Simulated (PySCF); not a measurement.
Be(I)(iPr) (C3H7BeI), SMILES C[CH](C)[Be][I].

Geometry optimised at B3LYP-D3(BJ)/def2-SVP. The structure was generated by enumeration; whether it is a known compound was not checked. The def2 effective core potentials stand for the cores of I; spin–orbit coupling is left out. The values are those of a single conformer.

Computed with B3LYP-D3(BJ)/def2-SVP in PySCF 2.14.0.

Frequencies are harmonic and unscaled.

```
mode  ν (cm⁻¹)  IR (km/mol)  Raman (Å⁴/amu)  depolarisation  moving atoms (share of kinetic energy)
----  --------  -----------  --------------  --------------  --------------------------------------
1           73          0.5             1.1            0.75                 C 54 %, H 24 %, Be 18 %
2           98          1.2             0.9            0.68          C 31 %, H 31 %, Be 30 %, I 8 %
3          229          2.7             4.0            0.19          H 39 %, C 35 %, I 17 %, Be 9 %
4          232          0.0             0.1            0.75                                  H 97 %
5          263          2.9             1.6            0.57                 H 64 %, Be 24 %, C 10 %
6          365         25.1             5.3            0.75                         Be 75 %, C 19 %
7          390          5.8             3.9            0.16                          C 54 %, H 37 %
8          433         22.4             7.1            0.38                 C 43 %, Be 33 %, H 22 %
9          853         13.1             6.4            0.40                 C 60 %, H 23 %, Be 16 %
10         915          2.7             0.7            0.75                          H 87 %, C 13 %
11         958          6.0             0.9            0.75                                  H 88 %
12         982          0.0             1.0            0.75                          H 73 %, C 27 %
13         989        201.9             1.2            0.48                 Be 55 %, H 30 %, C 15 %
14        1069          4.7             8.1            0.75                          C 71 %, H 29 %
15        1177          5.8             0.9            0.67                          H 56 %, C 42 %
16        1260         28.2             7.6            0.22                  C 49 %, H 42 %, Be 9 %
17        1301          0.2             8.5            0.75                          H 77 %, C 23 %
18        1385          0.0             4.5            0.75                          H 82 %, C 18 %
19        1404          1.9             2.7            0.74                          H 82 %, C 18 %
20        1458          0.5            28.0            0.75                                  H 97 %
21        1475          5.6             4.5            0.75                                  H 96 %
22        1476         12.3             0.8            0.61                                  H 96 %
23        1484          4.6            31.9            0.75                                  H 96 %
24        2960         20.0           104.6            0.44                                  H 93 %
25        2998         35.5             7.4            0.75                                  H 97 %
26        2999         52.0           330.3            0.03                                  H 97 %
27        3068         54.5           176.3            0.75                           H 91 %, C 9 %
28        3068          4.8            18.1            0.75                           H 91 %, C 9 %
29        3090         18.2            45.9            0.75                           H 91 %, C 9 %
30        3090         38.4            81.5            0.71                           H 91 %, C 9 %
```
